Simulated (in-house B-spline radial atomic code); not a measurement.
PBE hybrid excitations of Ga+

Method: PBE hybrid with 0.5 exact exchange. Computed with a B-spline radial code for spherical atoms: linear response of the closed shell [Ar] 3d10 4s2 with the functional's adiabatic kernel; scalar-relativistic (spin-free one-electron X2C), finite nucleus, no spin-orbit coupling, no double excitations, S, P, D and F terms only; shells from n = 2 respond. Only terms of natural parity with L up to 3 were computed.

Command:
```bash
python run_td.py task.json out
```
Settings (radii: box in bohr, nucleus in fm):
```
Z                        31
electrons                30
configuration            [Ar] 3d10 4s2
hamiltonian              x2c
method                   pbeh
box_radius               41.61
exact_exchange_fraction  0.5
rms_radius               3.9973
intervals                75
```

Time taken, with all properties: 2.6 s on 1 thread of Arm Neoverse N1, with other jobs on the host.

The lowest states, in the order of their Tamm-Dancoff energies; the method's threshold (minus the highest occupied level) is 18.100 eV. Labels give the largest channel, * marks a mixed state, and oscillator strengths are full-response dipole values. Measured ¹D terms are left out, since they can mix with doubly excited terms. Semilocal kernels can invert the small singlet-triplet splittings of Rydberg terms. Energies in eV:

```
     state  full response  Tamm-Dancoff  oscillator strength  measured (J-weighted term)
4s → 4p 3P              ?             ?                    -                           ?
4s → 4p 1P          8.418         8.729                 1.66                       8.766
4s → 5s 3S         12.184        12.193                    -                      12.764
4s → 5s 1S         12.703        12.722                    -                      13.224
4s → 4d 3D              ?             ?                    -                           ?
4s → 4d 1D         13.710        13.715                    -                           -
4s → 5p 3P         13.921        13.933                    -                      14.708
4s → 5p 1P         14.203        14.241              0.00549                           -
4s → 6s 3S         15.376        15.378                    -                           -
4s → 6s 1S         15.498        15.503                    -                           -
4s → 5d 3D         15.839        15.842                    -                           -
4s → 5d 1D         15.914        15.915                    -                           -
4s → 6p 3P         15.948        15.951                    -                           -
4s → 4f 3F         16.035        16.035                    -                           -
4s → 6p 1P         16.027        16.037             6.43e-06                           -
4s → 4f 1F         16.039        16.039                    -                           -
```

**Question.** Where does 4s → 4p 3P lie?

**Answer.** At 5.315 eV in full response, 5.579 eV in Tamm-Dancoff; measured 5.987 eV.

**Question.** Where does 4s → 4d 3D lie?

**Answer.** At 13.432 eV in full response, 13.442 eV in Tamm-Dancoff; measured 14.116 eV.

**Question.** How large is the singlet-triplet splitting of 4s → 4p (P terms) in Tamm-Dancoff?

**Answer.** 3.15 eV, from the unrounded values.

**Question.** What polarisabilities and dispersion coefficient does the method give?

**Answer.** Dipole 19.32 bohr³, quadrupole 81.31 bohr⁵, C6 100.4 hartree·bohr⁶ for two such species.
